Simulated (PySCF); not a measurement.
Computed shifts of a molecule C₄H₅Cl, PySCF with PBE/pcSseg-1, GIAO, gas phase, atoms alike by connectivity averaged where their shifts nearly agree, in ppm (number of nuclei): ¹³C: 156.1 (1), 142.8 (1), 126.9 (1), 122.9 (1). ¹H: 6.68 (1), 6.18 (1), 5.81 (1), 5.77 (2). References: ¹³C against TMS (σ = 182.0 ppm); ³⁵Cl against HCl (σ = 936.5 ppm); ¹H against TMS (σ = 31.49 ppm), references at their B3LYP-D3(BJ)/def2-TZVP geometries, non-relativistic (without spin–orbit terms, shifts of atoms bonded to Cl or Br come out too high). Geometry: B3LYP-D3(BJ)/def2-SVP. One conformer was computed; it need not be the lowest.

**Question.** Which structure fits?
A. C#CCCCl
B. C=CC(=C)Cl
C. CC=C=CCl
D. ClC1=CCC1

**Answer.** B, C=CC(=C)Cl
